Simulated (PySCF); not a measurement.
Molecule: `CNc1cccnc1`, C6H8N2.

Bonds (- single, = double, # triple, : aromatic): C1-N2, N2-C3, C3:C4, C4:C5, C5:C6, C6:N7, N7:C8, C8:C3. C1 carries H9, H10, H11; N2 carries H12; C4 carries H13; C5 carries H14; C6 carries H15; C8 carries H16.

Geometry PBE0-D3(BJ)/def2-SVP throughout; GIAO in PySCF 2.14, gas phase, one conformer, non-relativistic; equivalent atoms averaged; functional PBE0.

For orientation, 6-31G* gives these absolute shieldings σ: C6 62.9, C1 165.6, N7 -55.6, N2 210.4, H15 24.01, H16 24.19, H14 25.11, H12 29.33, H9/H10/H11 29.31 ppm.

A run gave: C6 60.8, C1 168.0, N7 -67.4, N2 209.0, H15 23.27, H16 23.41, H14 24.39, H12 28.56, H9/H10/H11 28.69 ppm (absolute shieldings σ).

Which basis set was used in that run?
A. cc-pVDZ
B. pcSseg-1
C. def2-SVP
D. def2-TZVP

## Answers

A. C1 tells them apart best: cc-pVDZ gives 168.0, pcSseg-1 gives 154.9, def2-SVP gives 166.1, def2-TZVP gives 157.1 ppm.
